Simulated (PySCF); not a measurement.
# V(NH2)4: what the settings change

The complex V(NH2)4 (charge 0) contains V(IV), shell d1. The structure is a PBE0-D3(BJ)/def2-TZVP geometry optimised for multiplicity 2; coordination tetrahedral, point group D2d, metal–donor distances 1.85 Å.

```
13

V     0.0000    0.0000    0.0000
N     0.9689    1.1120    1.1120
H     1.4135    0.7900    1.9615
H     1.4135    1.9615    0.7900
N     0.9689   -1.1120   -1.1120
H     1.4135   -0.7900   -1.9615
H     1.4135   -1.9615   -0.7900
N    -0.9689   -1.1120    1.1120
H    -1.4135   -1.9615    0.7900
H    -1.4135   -0.7900    1.9615
N    -0.9689    1.1120   -1.1120
H    -1.4135    1.9615   -0.7900
H    -1.4135    0.7900   -1.9615
```

Method (PySCF 2.14, density fitting): CASSCF(1,5) with orbitals averaged over all microstates of the shell, strongly contracted NEVPT2 on the averaged canonical orbitals; basis x2c-TZVPall on the metal, x2c-SVPall elsewhere; spin-free X2C; gas phase; spin-orbit coupling by state interaction with the mean-field operator over all roots.

Base run: NEVPT2 ground state 2B1 (from 2E), next 2A1 (from 2E) at 12910, then 2E (from 2T2) at 19746 cm⁻¹, 10Dq(NEVPT2) 15119, ζ 169 cm⁻¹, g 1.956 1.987 1.987, μeff(300 K) 1.73 μB.

What happens with the basis x2c-TZVPall on all atoms?

NEVPT2 ground state 2B1 (from 2E), next 2A1 (from 2E) at 12586, then 2E (from 2T2) at 18943 cm⁻¹, 10Dq(NEVPT2) 14431, ζ 170 cm⁻¹, g 1.954 1.986 1.986, μeff(300 K) 1.73 μB. It took 14 s against 5.7 s on a shared host of the same kind.

Charge-transfer states lie outside this active space and may come lower than some of these levels. NEVPT2 lifts 2A1 (from 2E) from 9729 to 12910 cm⁻¹; on the d shell alone such lifts tend to overshoot. An active orbital has only 0.71 squared overlap with the free ion's shell, so the metal shell alone is a small active space here. NEVPT2 on the d shell alone tends to put d–d bands too high for such charged or covalently bound ions.
